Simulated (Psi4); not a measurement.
Interaction energy of BBr3 ··· HCl (SMILES BrB(Br)Br and Cl). Monomers: optimised at B3LYP-D3(BJ) (def2-TZVP), held rigid. Orientation: lowest of the rigid-body minima from ten starts at GFN2-xTB. R is the distance of the centres of mass, along which the second monomer moves.

Computed with SAPT0/jun-cc-pVDZ, frozen core (Psi4).

Components in kcal/mol:

```json
[
 {"R / Å": "2.83", "electrostatics": "-12.17", "exchange": "26.66", "induction": "-3.52", "dispersion": "-5.96", "total": "5.01"},
 {"R / Å": "3.02", "electrostatics": "-7.49", "exchange": "15.66", "induction": "-1.93", "dispersion": "-4.33", "total": "1.91"},
 {"R / Å": "3.26", "electrostatics": "-4.12", "exchange": "7.89", "induction": "-0.92", "dispersion": "-2.93", "total": "-0.08"},
 {"R / Å": "3.43", "electrostatics": "-2.74", "exchange": "4.81", "induction": "-0.56", "dispersion": "-2.23", "total": "-0.71"},
 {"R / Å": "3.63", "electrostatics": "-1.73", "exchange": "2.67", "induction": "-0.31", "dispersion": "-1.63", "total": "-1.01"},
 {"R / Å": "3.96", "electrostatics": "-0.87", "exchange": "1.00", "induction": "-0.13", "dispersion": "-0.99", "total": "-0.99"},
 {"R / Å": "4.28", "electrostatics": "-0.49", "exchange": "0.38", "induction": "-0.06", "dispersion": "-0.63", "total": "-0.79"},
 {"R / Å": "4.74", "electrostatics": "-0.24", "exchange": "0.09", "induction": "-0.02", "dispersion": "-0.34", "total": "-0.52"},
 {"R / Å": "5.43", "electrostatics": "-0.11", "exchange": "0.01", "induction": "-0.01", "dispersion": "-0.15", "total": "-0.26"},
 {"R / Å": "6.49", "electrostatics": "-0.04", "exchange": "0.00", "induction": "0.00", "dispersion": "-0.05", "total": "-0.09"},
 {"R / Å": "7.79", "electrostatics": "-0.01", "exchange": "0.00", "induction": "0.00", "dispersion": "-0.02", "total": "-0.03"}
]
```
